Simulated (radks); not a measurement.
The numbers below are computed, except where a source is named.
All-electron atom: the silver ion Ag4+ in [Kr] 4d7.

Level of theory: scalar-relativistic Kohn-Sham, SCAN, spin-polarised, spherical densities, finite nucleus; open shells are filled with parallel spins first (spin-orbit coupling, left out, can overturn this in heavy ions); meta-GGA in the generalised Kohn-Sham scheme; Fermi nuclear charge, rms radius 4.5454 fm (a radial shooting solver on a logarithmic mesh with Libxc functionals).

Energy parts (Ry):
total: -10625.57443
kinetic: 11039.52327
electron-nucleus: -25503.07868
Hartree: 4134.37406
exchange-correlation: -296.39308

Orbitals (lengths in bohr, moments of r in powers of bohr; <r^-3> diverges for s and p1/2):
orbital  occ.  eigenvalue (Ry)  <r^-3>      <r^4>
1s up       1        -1869.614       -  4.459e-06
1s down     1        -1869.613       -  4.459e-06
2s up       1        -280.0915       -  0.0007911
2s down     1        -280.0377       -  0.0007909
2p up       3        -251.4146    3778  0.0005688
2p down     3        -251.3708    3779  0.0005686
3s up       1        -55.29117       -    0.03663
3s down     1        -55.26865       -    0.03658
3p up       3        -45.79001   678.2    0.03937
3p down     3        -45.76075   677.6    0.03929
3d up       5        -30.88846   92.28    0.03802
3d down     5        -30.83548   92.21    0.03787
4s up       1        -11.44877       -      1.258
4s down     1        -11.19669       -      1.253
4p up       3         -8.64348   114.2      1.813
4p down     3         -8.38378   115.2      1.820
4d up       5         -4.52783   10.94      4.627
4d down     2         -4.27498   10.87      4.921

The highest occupied level is 4d down at -58.164 eV. Summed over all electrons, <r^2> = 22.84 bohr^2, which gives a Langevin (diamagnetic) susceptibility term of -18.1 x 10^-6 cm^3/mol. For comparison, the ionisation energy in NIST's Atomic Spectra Database is 65 eV (theoretical). In exact Kohn-Sham theory the highest level is minus the ionisation energy, but local and semilocal functionals leave it too shallow, through self-interaction and a potential that decays too fast; potentials with the right tail come closer.
